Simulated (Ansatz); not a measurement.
Z-matrix (Å, degrees):
```
N
Ge 1 1.811
H 1 1.009 2 122.0
H 1 1.009 2 124.7 3 180.0
Br 2 2.372 1 96.0 3 -180.0
```

Total charge 0; spin multiplicity 1.

Problem. List the PBE0/def2-TZVPP orbital energies in eV (Ansatz 0.2.0). (Best estimate.)

Solution. The calculation gave: Occupied: -13149.49, -10860.65, -1704.40, -1534.93, -1534.90, -1534.88, -1358.84, -1208.69, -1208.66, -1208.61, -391.64, -238.22, -178.55, -178.42, -178.39, -171.54, -121.40, -121.32, -121.17, -72.06, -72.02, -72.00, -71.89, -71.89, -34.21, -34.18, -34.09, -34.06, -33.98, -24.11, -20.90, -14.67, -14.29, -10.39, -8.85, -8.28, -7.92, -7.39. Lowest empty: -1.91, -0.24, 0.79, 2.38, 2.59, 5.04, 5.32, 5.50.
